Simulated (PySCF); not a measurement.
**How methods differ on the ionisation energy of Ca⁺**

Ca⁺ [Ar] 4s1 (2S) → Ca²⁺ [Ar] (1S), as a difference of total energies. Calculation: PySCF 2.14, in aug-cc-pwCVTZ-X2C with one added diffuse shell each of s, p, d, f type (10s9p7d4f, 100 functions); the spin-free X2C one-electron Hamiltonian (Gaussian nucleus). Correlated levels: valence and next inner shell: [Ne] frozen. The calculations carry no spin-orbit coupling.

Task: Order these methods by the ionisation energy they give, lowest first.
A. SCS-MP2 (valence and next inner shell)
B. CCSD (valence and next inner shell)
C. UHF
D. CCSD(T) (valence and next inner shell)

Result: C (11.357 eV), A (11.734 eV), B (11.801 eV), D (11.832 eV).

Errors of the correlated levels include the incompleteness of this basis and the frozen core.

For comparison: 11.872 eV (measured; NIST Atomic Spectra Database, ionization energies).
